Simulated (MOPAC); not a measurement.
A run for MOPAC: PM3 on HSi (SMILES [SiH]), 2S+1 = 2, a spin state set in the input, which need not be the lowest.

```
PM3 1SCF PRECISE CHARGE=0 UHF MS=0.5 THREADS=1
HSi

Si    -0.00000000 1    -0.00000000 1    -0.10196874 1
H      0.00000000 1     0.00000000 1     1.42756238 1
```

The log:

```
*******************************************************************************
 **                                                                           **
 **                              MOPAC v23.2.5                                **
 **                                                                           **
 *******************************************************************************
 ** MOPAC's Digital Object Identifier: https://doi.org/10.5281/zenodo.6511958 **
 **                                                                           **
 ** Please cite the open-source release paper for use of this MOPAC version:  **
 ** J. E. Moussa and J. J. P. Stewart (2026)                                  **
 ** MOPAC: An open-source semiempirical molecular orbital program             **
 ** J. Open Source Softw., 11(119), 8025, https://doi.org/10.21105/joss.08025 **
 *******************************************************************************

                              PM3 CALCULATION RESULTS

 *******************************************************************************
 *  PM3        - The PM3 Hamiltonian to be used
 *  UHF        - UNRESTRICTED HARTREE-FOCK CALCULATION
 *
 *
 *
 *                 CHARGE ON SYSTEM = 0
 *
 *
 *
 *  MS=        - IN MECI, MAGNETIC COMPONENT OF SPIN =  0.5
 *  PRECISE    - TIGHTER CRITERIA TO BE USED
 *  1SCF       - DO 1 SCF AND THEN STOP
 *  THREADS=1  - MULTI-THREADING NOT USED
 *  T=         - A TIME OF 172800.0 SECONDS REQUESTED
 *  DUMP=N     - RESTART FILE WRITTEN EVERY 7200.0 SECONDS REQUESTED
 *******************************************************************************
PM3 1SCF PRECISE CHARGE=0 UHF MS=0.5 THREADS=1
 HSi

   ATOM   CHEMICAL          X               Y               Z
  NUMBER   SYMBOL      (ANGSTROMS)     (ANGSTROMS)     (ANGSTROMS)

     1      Si         -0.00000000  *  -0.00000000  *  -0.10196874  *
     2       H          0.00000000  *   0.00000000  *   1.42756238  *



          CARTESIAN COORDINATES

    NO.       ATOM           X           Y           Z

     1        Si         -0.0000     -0.0000     -0.1020
     2         H          0.0000      0.0000      1.4276

  H: (PM3): J. J. P. STEWART, J. COMP. CHEM. 10, 209 (1989).
 Si: (PM3): J. J. P. STEWART, J. COMP. CHEM. 10, 209 (1989).

           Empirical Formula: H Si  =     2 atoms



      MOLECULAR POINT GROUP   :   C*v


          UHF CALCULATION, NO. OF ALPHA ELECTRONS =    3
                           NO. OF BETA  ELECTRONS =    2

 -------------------------------------------------------------------------------
 PM3 1SCF PRECISE CHARGE=0 UHF MS=0.5 THREADS=1
 HSi



     1SCF WAS SPECIFIED, SO BFGS WAS NOT USED
     SCF FIELD WAS ACHIEVED


                              PM3 CALCULATION
                                                       MOPAC v23.2.5 Linux




          FINAL HEAT OF FORMATION =         94.05223 KCAL/MOL =     393.51451 KJ/MOL


          COSMO AREA              =         77.11 SQUARE ANGSTROMS
          COSMO VOLUME            =         63.25 CUBIC ANGSTROMS

          IONIZATION POTENTIAL    =          7.123069 EV
          ALPHA SOMO LUMO (EV)    =         -7.123 -2.761
          BETA  SOMO LUMO (EV)    =         -8.544 -1.857
          NO. OF ALPHA ELECTRONS  =          3
          NO. OF BETA  ELECTRONS  =          2
          MOLECULAR WEIGHT        =         29.0934         POINT GROUP:  C*v

          MOLECULAR DIMENSIONS (Angstroms)

            Atom       Atom       Distance
            H     2   Si     1     1.52953
            H     2   Si     1     0.00000
           Si     1    H     2     0.00000


          SCF CALCULATIONS        =          1





   ATOM   CHEMICAL          X               Y               Z
  NUMBER   SYMBOL      (ANGSTROMS)     (ANGSTROMS)     (ANGSTROMS)

     1      Si         -0.00000000  *  -0.00000000  *  -0.10196874  *
     2       H          0.00000000  *   0.00000000  *   1.42756238  *

                             CARTESIAN COORDINATES

   1   Si       -0.000000000    -0.000000000    -0.101968740
   2    H        0.000000000     0.000000000     1.427562380


           Empirical Formula: H Si  =     2 atoms



      MOLECULAR POINT GROUP   :   C*v


          ALPHA EIGENVALUES
 -13.49830  -9.13862  -7.12307  -2.76081   2.07160


           BETA EIGENVALUES
 -13.35894  -8.54409  -1.85730  -0.25923   2.12994


              NET ATOMIC CHARGES AND DIPOLE CONTRIBUTIONS

  ATOM NO.   TYPE          CHARGE      No. of ELECS.   s-Pop       p-Pop
    1         Si           0.243692        3.7563     1.88196     1.87435
    2          H          -0.243692        1.2437     1.24369
 DIPOLE           X         Y         Z       TOTAL
 POINT-CHG.     0.000     0.000    -1.790     1.790
 HYBRID        -0.000    -0.000     2.427     2.427
 SUM           -0.000    -0.000     0.637     0.637


          ATOMIC ORBITAL ELECTRON POPULATIONS

     Atom    s        px        py        pz
    1 Si   1.88196   1.00000   0.00000   0.87435
    2  H   1.24369


                    (SZ)    =    0.500000
                    (S**2)  =    0.769981


          ATOMIC ORBITAL SPIN POPULATIONS

    Atom   Total    s     px     py     pz
         Atomic
    1 Si  1.1316 -0.006  1.000  0.000  0.137
    2  H -0.1316 -0.132

 **********************
 *                    *
 * JOB ENDED NORMALLY *
 *                    *
 **********************




 == MOPAC DONE ==
```

The run finished.

Cost: about 0.020 core-seconds (a rough figure).
